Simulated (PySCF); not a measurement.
C4H3F3N3S (charge -1).
Cartesian coordinates in Å at the GFN2-xTB level; atoms count from 1:
```
atom  x, y, z in Å
C1     2.7446   -0.0527   -0.1051
S2     1.2597    0.9944   -0.1481
C3     0.0646   -0.2780    0.0189
N4     0.3717   -1.5734    0.1260
N5    -0.7676   -2.2255    0.2340
N6    -1.8001   -1.4294    0.2028
C7    -1.3305   -0.1710    0.0667
C8    -2.1715    1.0250   -0.0093
F9    -3.4947    0.7801    0.0664
F10   -2.0140    1.7395   -1.1603
F11   -1.9281    1.9358    0.9762
H12    2.7596   -0.5948    0.8351
H13    3.6048    0.6044   -0.1933
H14    2.7008   -0.7547   -0.9320
```

Computed at PBE0/pcSseg-1 (PySCF, non-relativistic), with Q(33S) = −0.0678 b, Q(14N) = 0.02044 b: S2, 33S (I = 3/2): χzz = 45.76 MHz, η = 0.696; N4, 14N (I = 1): χzz = -4.491 MHz, η = 0.384; N5, 14N (I = 1): χzz = -4.791 MHz, η = 0.528; N6, 14N (I = 1): χzz = -4.878 MHz, η = 0.188.

(1) Where would the pure quadrupole (NQR) lines of 33S at S2 fall for the rigid, isolated species?

(2) Find the zero-field quadrupole resonance frequencies of 14N at N4.

(3) Find the zero-field quadrupole resonance frequencies of 14N at N5.

(4) Find the zero-field quadrupole resonance frequencies of 14N at N6.

Answers

(1) From ν = (|χ|/2)√(1 + η²/3): ν = 24.66 MHz (sulfide sulfur).

(2) From ν± = (3/4)|χ|(1 ± η/3) and ν0 = |χ|η/2: ν+ 3.799 MHz, ν− 2.937 MHz, ν0 0.862 MHz (ring nitrogen).

(3) From ν± = (3/4)|χ|(1 ± η/3) and ν0 = |χ|η/2: ν+ 4.226 MHz, ν− 2.961 MHz, ν0 1.265 MHz (ring nitrogen).

(4) From ν± = (3/4)|χ|(1 ± η/3) and ν0 = |χ|η/2: ν+ 3.887 MHz, ν− 3.429 MHz, ν0 0.458 MHz (two-coordinate ring nitrogen).

In a crystal, neighbours and librations shift these lines. The pcSseg-1 basis has no diffuse functions, a weakness for an anion. GFN2-xTB bond lengths can be off by several hundredths of an ångström, more for odd bonds, and the gradients follow them. The small basis limits the accuracy of the gradients.

One conformer stands for the species.
